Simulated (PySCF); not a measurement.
Distorted geometries of LuCl3(NH3)

LuCl3(NH3) (singlet in the valence; each metal's 4f electrons, 14 of them, lie in its core potential, out of spins and levels). PySCF 2.14.0, RKS r2SCAN, Lu lcecp-1-SVP with ECP60, Cl def2-SVP, N def2-SVP, H def2-SVP; non-relativistic Hamiltonian with scalar-relativistic core potentials where named; density fitting; no spin-orbit coupling. Relaxed geometry:

```xyz
8

Lu    0.0252   -0.0252    0.0252
Cl    1.1482    1.8329    1.1482
Cl   -1.8329   -1.1482    1.1482
Cl    1.1482   -1.1482   -1.8329
N    -1.3499    1.3499   -1.3499
H    -1.9613    1.9613   -0.8007
H    -0.8007    1.9613   -1.9613
H    -1.9613    0.8007   -1.9613
```

Question: Order these distorted geometries by energy above the relaxed one, lowest first.
A.
```xyz
8

Lu    0.0445    0.0717    0.0990
Cl    1.0399    1.7205    1.0977
Cl   -1.7793   -1.1531    1.1943
Cl    1.2987   -1.3102   -1.9378
N    -1.2717    1.4511   -1.3573
H    -2.1011    1.8579   -0.7150
H    -0.7635    2.2327   -2.0848
H    -2.0520    0.7139   -1.8806
```
B.
```xyz
8

Lu    0.0764   -0.1287    0.0487
Cl    1.1411    1.7102    1.2138
Cl   -1.9804   -0.9143    0.8315
Cl    1.1033   -1.2056   -1.7185
N    -1.2577    1.4516   -1.1917
H    -1.9463    2.0109   -0.8338
H    -0.7758    1.8426   -1.9782
H    -1.9450    0.8177   -1.9562
```
C.
```xyz
8

Lu   -0.0231    0.0793    0.0032
Cl    1.2023    1.7567    1.0939
Cl   -1.8410   -1.0967    1.0764
Cl    1.0917   -1.2214   -1.8232
N    -1.1975    1.2929   -1.2616
H    -1.9974    1.9935   -0.8076
H    -0.8403    1.9590   -1.8838
H    -1.9791    0.8210   -1.9816
```

Answer: B (1.16 eV), C (1.26 eV), A (2.31 eV).

Question: Which forces (eV/Å) act in the one that lies 1.26 eV up?

Answer: 
```
Lu   1.62 -3.22  0.57
Cl   0.70  1.10  0.69
Cl  -0.36 -0.11  0.25
Cl  -0.22  0.36  0.36
N   -8.66  1.80 -1.96
H    2.55 -2.15 -0.56
H    1.67  1.49 -1.57
H    2.71  0.73  2.22
```
Forces carry noise of the integration grid, about 0.01 to 0.03 eV/Å.

No frequency check is given that shows the relaxed geometry to be a minimum. An lcecp potential fixes the number of 4f electrons, so in runs with it no electron can move into or out of that shell.
